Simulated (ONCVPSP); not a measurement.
**What one change does to a pseudopotential (Ni, ONCV)**

ONCVPSP 4.0.1 input, shortened (lines: element, Z, core and valence counts, functional; n l f; lmax; l rc ep ncon nbas qcut; lloc lpopt rc5 dvloc0; l nproj debl; icmod fcfact rcfact), PBE, scalar-relativistic:

```
  Ni 28.00    3    4        4      upf
    1    0    2.00
    2    0    2.00
    2    1    6.00
    3    0    2.00
    3    1    6.00
    3    2    8.00
    4    0    1.00
    2
    0    1.10    0.00    3    7   10.70
    1    0.75    0.00    4    8   12.50
    2    1.05    0.00    4    9   15.70
    4    2    0.50    3.00
    0    2    3.20
    1    1    3.30
    2    1    3.40
    0    0.00    0.00
```

Change: p: qcut 8.5.

Cutoffs: the cutoffs (Ha) at which the residual kinetic energy of the hardest occupied pseudo-wave falls to 1 and 0.1 mHa per electron; they do not see the model core or the augmentation charge, which bear on the density cutoff. Errors are all-electron minus pseudo energies relative to the spin-unpolarised reference configuration.

Task: How do hardness, ghosts and transferability respond?

Result: The potential gets harder (91 Ha and 212 Ha → 104 Ha and 334 Ha); the errors of the 4 common tests hardly move; neither file shows a bound ghost.

| quantity | base | changed |
| --- | --- | --- |
| cutoff, loose | 91 Ha | 104 Ha |
| cutoff, tight | 212 Ha | 334 Ha |
| loose cutoff by channel | s 41 Ha, p 69 Ha, d 91 Ha | s 41 Ha, p 104 Ha, d 91 Ha |
| bound ghosts | none | none |
| GHOST(+) flags under 300 eV | none | none |
| error for 3s2 3p6 3d8 4s2, meV [ΔE -9.32 eV] | +1.3 | +1.3 |
| error for 3s2 3p6 3d8 4s0, meV [ΔE 17.35 eV] | -0.2 | -0.2 |
| error for 3s2 3p6 3d7 4s0, meV [ΔE 54.82 eV] | -6.3 | -6.1 |
| error for 3s2 3p6 3d8 4s1.5, meV [ΔE -5.61 eV] | +0.7 | +0.7 |
| s: phases at 1.12 bohr within 0.05 rad from the reference energy up to (Ha; the scan ends near 5) | to the end of the scan | to the end of the scan |
| p: phases at 0.76 bohr within 0.05 rad from the reference energy up to (Ha; the scan ends near 5) | to the end of the scan | to the end of the scan |
| d: phases at 1.06 bohr within 0.05 rad from the reference energy up to (Ha; the scan ends near 5) | 4.0 | 4.0 |
